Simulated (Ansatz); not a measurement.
One change: `CC(C)[O][Al]([CH3])[F]` becomes `CC(C)[O][Ge][Cl]`.

Ansatz, PBE0-D4/def2-TZVP geometries, multiplicity 1. Each molecule was computed in one conformer, which needn't be the lowest.

Scalar relativity is left out up to krypton.

| property | `CC(C)[O][Al]([CH3])[F]` |
| --- | --- |
| HOMO energy (PBE0/def2-TZVPP) / eV | -8.08 |
| size of the dipole moment (B3LYP/def2-TZVPP) / D | 1.03 |
| HOMO–LUMO gap (PBE/def2-TZVPP) / eV | 5.67 |
| HOMO energy (PBE/def2-TZVPP) / eV | -6.60 |
| HOMO–LUMO gap (ωB97M-V/def2-TZVPP) / eV | 11.80 |
| LUMO energy (ωB97M-V/def2-TZVPP) / eV | 1.31 |

Problem. Give the same properties after the change, and the shifts. (An estimate is asked.)

Solution. The calculation gave: 
| property | `CC(C)[O][Ge][Cl]` | shift |
| --- | --- | --- |
| HOMO energy (PBE0/def2-TZVPP) / eV | -7.75 | 0.33 |
| size of the dipole moment (B3LYP/def2-TZVPP) / D | 1.56 | 0.53 |
| HOMO–LUMO gap (PBE/def2-TZVPP) / eV | 3.68 | -1.99 |
| HOMO energy (PBE/def2-TZVPP) / eV | -6.57 | 0.03 |
| HOMO–LUMO gap (ωB97M-V/def2-TZVPP) / eV | 9.69 | -2.11 |
| LUMO energy (ωB97M-V/def2-TZVPP) / eV | -0.21 | -1.52 |

With PBE0 the HOMO rises by 0.33 eV and the LUMO falls by 2.04 eV, so the gap narrows by about 2.37 eV. PBE moves the HOMO by 0.03 eV and ωB97M-V by 0.59 eV. Dipoles are sizes alone; their direction can turn.

B3LYP here is the variant with VWN-RPA as its local correlation; programs differ in this.
